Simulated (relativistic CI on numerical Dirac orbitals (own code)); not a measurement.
Racah parameters of the free ion Fe5+ from its measured terms

Problem. The configuration 3s²3p⁶3d³ of Fe5+ has the measured levels ⁴F: 0.0 (J = 3/2), 511.3 (J = 5/2), 1188.3 (J = 7/2), 2000.6 (J = 9/2); ⁴P: 18738.3 (J = 1/2), 18942.0 (J = 3/2), 19610.8 (J = 5/2); ²G: 20616.4 (J = 7/2), 21315.0 (J = 9/2) cm⁻¹ (Corliss and Sugar, J. Phys. Chem. Ref. Data 11, 135 (1982)). Find B and C, and predict the term ²H.

Working.
1. Centres of gravity, weighted by 2J + 1: ⁴F 1163.6, ⁴P 19242.5, ²G 21004.5 cm⁻¹.
2. ⁴P − ⁴F = 15B gives B = 18078.9/15 = 1205 cm⁻¹.
3. ²G − ⁴F = 4B + 3C gives C = (19840.9 − 4821.0)/3 = 5007 cm⁻¹, and C/B = 4.15.
4. ²H − ⁴F = 9B + 3C = 25867 cm⁻¹.

Check. The measured centre of ²H lies 27822 cm⁻¹ above that of ⁴F, so the two-parameter theory misses by -1955 cm⁻¹; fits add the Trees term αL(L + 1) for such residues. The calculated radial integrals (Dirac-KLI orbitals, unscaled: F² = 111963, F⁴ = 70698 cm⁻¹) give B = F²/49 − 5F⁴/441 = 1483 and C = 35F⁴/441 = 5611 cm⁻¹, so the measured B is 81 % and C 89 % of them. A complex lowers B further; the nephelauxetic ratio is taken against the free-ion value found here.
